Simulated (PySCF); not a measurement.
MoF3H3, SMILES [F][MoH3]([F])[F], multiplicity 1.

Coordinates come from a B3LYP-D3(BJ)/def2-SVP optimisation. The multiplicity is an assumed one; no other spin state was optimised. The structure was generated by enumeration; whether it is a known compound was not checked. The def2 effective core potentials stand for the cores of Mo; spin–orbit coupling is left out.

Two levels are set side by side: TDA-PBE/def2-SVPD (PySCF) and TDA-B3LYP/def2-SVPD (PySCF). Vertical, same geometry. The lowest singlet is HOMO→LUMO+1 50 %, HOMO−1→LUMO 50 % with PBE and HOMO→LUMO 50 %, HOMO−1→LUMO+1 50 % with the other functional; states are paired by order. Differences are taken from unrounded values.

```
quantity                              TDA-B3LYP
------------------------------------  ---------
lowest singlet excitation (eV)             3.46
lowest triplet excitation (TDA) (eV)       3.00
```

**Question.** What does TDA-PBE give, and how far is it from TDA-B3LYP? (The exact figures need the calculation; the answer reports its results.)

**Answer.** 
```tsv
quantity	TDA-PBE	TDA-PBE minus TDA-B3LYP
lowest singlet excitation (eV)	3.39	-0.07
lowest triplet excitation (TDA) (eV)	2.92	-0.08
```

Rough cost on one machine, each run with all the roots and properties that it gave: TDA-B3LYP against TDA-PBE within a factor of 2.
